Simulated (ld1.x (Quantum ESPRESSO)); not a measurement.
## Logarithmic derivatives: K (Z = 19), TM

```
Element                 : potassium
Generator               : ld1.x (Quantum ESPRESSO) 7.5
Type                    : norm-conserving Troullier–Martins (Kleinman–Bylander form)
Functional              : PBE
Relativity              : scalar-relativistic
Frozen core             : [Ne]
Valence charge          : 9
Reference configuration : 3s2 3p6 4s0.75 4p0.25
Partial waves           : 3s (bound): rc 2.05 bohr; 3p (bound): rc 2.10 bohr; 3d channel at 0.15 Ry: rc 1.70 bohr
Local potential         : the d channel
Core correction         : full core density, not smoothed (it rises at the typed radius of 1.70 bohr, so ld1.x skipped the fit)
```

Occupied shells without a wave of their own: 4p, 4s. They enter only through the test configuration that unscreens the potential, and ld1.x also counts them in the model core charge.

The phase is arctan(r·u′/u) with u = r·R(r), unwrapped; energies in Ry, scanned from -5 to 5 Ry. A pole is an energy at which the radial function vanishes at the test radius. The pseudo phase is shifted by a multiple of π to meet the all-electron one at the reference energy, and phase errors are pseudo minus all-electron; the curves can meet again beyond the range given. Levels narrower than the energy grid can be missing from the lists of poles.

**Question.** For each channel, where are the poles, and over which energies does the pseudopotential scatter like the atom?

**Answer.**

```tsv
channel	radius (bohr)	reference energy (Ry)	poles, all-electron	poles, pseudo	unbroken range about the reference energy with phases within 0.05 rad	phase error 1 Ry above the reference energy (rad)
s	2.31	-2.63	-2.32	-2.33, 2.22	below -0.1	-0.004
p	2.31	-1.41	-0.92	-0.92	the whole range	+0.001
d	2.31	0.15	1.19	1.21	below 2.8	+0.005
```

ld1.x takes every shell without a wave as core, so the model core holds the 4p, 4s electrons as well and exchange and correlation see them twice. This cancels in the reference configuration, but the file is broken for other ones, and its errors say nothing about a proper core correction.

Phases in the s channel:

| E (Ry) | all-electron | pseudo |
| --- | --- | --- |
| -5.00 | 1.334 | 1.333 |
| -4.48 | 1.306 | 1.306 |
| -3.96 | 1.260 | 1.259 |
| -3.44 | 1.151 | 1.150 |
| -2.92 | 0.354 | 0.348 |
| -2.40 | -1.527 | -1.527 |
| -1.88 | -1.703 | -1.706 |
| -1.36 | -1.780 | -1.787 |
| -0.84 | -1.845 | -1.859 |
| -0.32 | -1.919 | -1.954 |
| 0.20 | -2.027 | -2.129 |
| 0.72 | -2.216 | -2.630 |
| 1.24 | -2.620 | -3.925 |
| 1.76 | -3.402 | -4.509 |
| 2.28 | -4.038 | -4.732 |
| 2.80 | -4.326 | -4.908 |
| 3.32 | -4.469 | -5.183 |
| 3.84 | -4.553 | -6.012 |
| 4.36 | -4.609 | -7.142 |
| 4.88 | -4.651 | -7.493 |
